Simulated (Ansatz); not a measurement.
**Counterpoise correction, worked out**

The pair of Br⁻ (SMILES [Br-], atom 1) and CH2O (SMILES C=O, atoms 2–5), both closed shells, in one local arrangement (a lower one may exist), relaxed at PBE0-D4/def2-TZVPD:

```xyz
5
angstrom
Br 0.2699 0.0686 -2.4661
C -0.0657 -0.0166 0.6100
O -1.0110 -0.3622 1.2782
H 0.7296 -0.7150 0.3004
H 0.0771 1.0252 0.2775
```

Program: Ansatz 0.2.0. Basis: def2-TZVPPD. Cores are frozen in the correlated methods. Filled d shells of the heavier atoms are correlated. The def2 sets are not built for correlating such inner shells, so the correlated values are less sure here.

CCSD(T) total energies in eV:

| system | geometry | basis functions | energy |
| --- | --- | --- | --- |
| pair | pair | all | -73120.87880 |
| Br⁻ | as in the pair | all (partner as ghosts) | -70009.12255 |
| CH2O | as in the pair | all (partner as ghosts) | -3111.35995 |
| Br⁻ | as in the pair | its own | -70009.07907 |
| CH2O | as in the pair | its own | -3111.35520 |
| Br⁻ | free (PBE0-D4 minimum) | its own | -70009.07907 |
| CH2O | free (PBE0-D4 minimum) | its own | -3111.34810 |

Problem. Work out the interaction energy with and without the counterpoise correction, the superposition error, and the binding energy from the relaxed fragments.

Solution. Without correction: -73120.87880 − (-70009.07907) − (-3111.35520) = -0.44453 eV.
With correction (each fragment in the whole basis): -73120.87880 − (-70009.12255) − (-3111.35995) = -0.39630 eV = -9.14 kcal/mol.
The superposition error is the difference, 0.04823 eV, 11 % of the uncorrected value: each fragment borrows its partner's functions.
Deformation from the free shapes: 0.00000 eV for Br⁻ and -0.00710 eV for CH2O (a small negative value is possible, since the free shapes are minima of another method).
Binding energy from relaxed fragments: -0.39630 + 0.00000 + (-0.00710) = -0.40340 eV = -9.30 kcal/mol (electronic, without zero-point energy; negative means bound). For comparison, the corrected interaction energy by CCSD(T) at an estimated basis limit (MP2 extrapolated from triple and quadruple zeta, plus CCSD(T) − MP2 in triple zeta) is -0.446 eV; triple zeta with the correction binds less.

T1 diagnostic: at most 0.017.

For scale, one of the runs: CCSD(T)/def2-TZVPPD, 168 basis functions, launched by `ansatz run in.yaml --threads 2 --pin off --events-out ev --progress --plain --max-ram 5222MiB`. Time: 29 s of wall clock on 2 CPU threads of an Intel Xeon Platinum 8488C; the host was shared. Peak host memory: 1.4 GiB.
